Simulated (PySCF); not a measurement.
```xyz
4
charge 0 multiplicity 1, angstrom
Nb    0.1942   -0.0114    0.0000
N     0.0046   -1.6468    0.0000
F    -0.4557    0.6270    1.6599
F    -0.4557    0.6270   -1.6599
```

These are results of PySCF, PBE0, basis Nb def2-TZVP with ECP28, N def2-TZVP, F def2-TZVP (scalar-relativistic core potentials, no spin–orbit coupling, density fitting), not measurements.

This geometry of NbNF₂ is a stationary point at this level.

(1) What is the point group?

(2) Is it a minimum?

(3) List the harmonic modes with their infrared intensities.

(4) What are the dipole moment and the gap between the highest occupied and lowest empty levels?

## Answers

(1) Cs.

(2) Yes: all harmonic wavenumbers are real.

(3) 
| symmetry | ω (cm⁻¹) | IR (km/mol) | type |
| --- | --- | --- | --- |
| a' | 124 | 48.4 | bend |
| a' | 233 | 23.7 | bend |
| a'' | 310 | 2.5 | bend |
| a' | 652 | 89.2 | stretch |
| a'' | 680 | 222 | stretch |
| a' | 1145 | 106 | stretch |

(4) 4.64 D and 4.48 eV.

Stability towards spin polarisation was not tested. This need not be the most stable arrangement of these atoms.
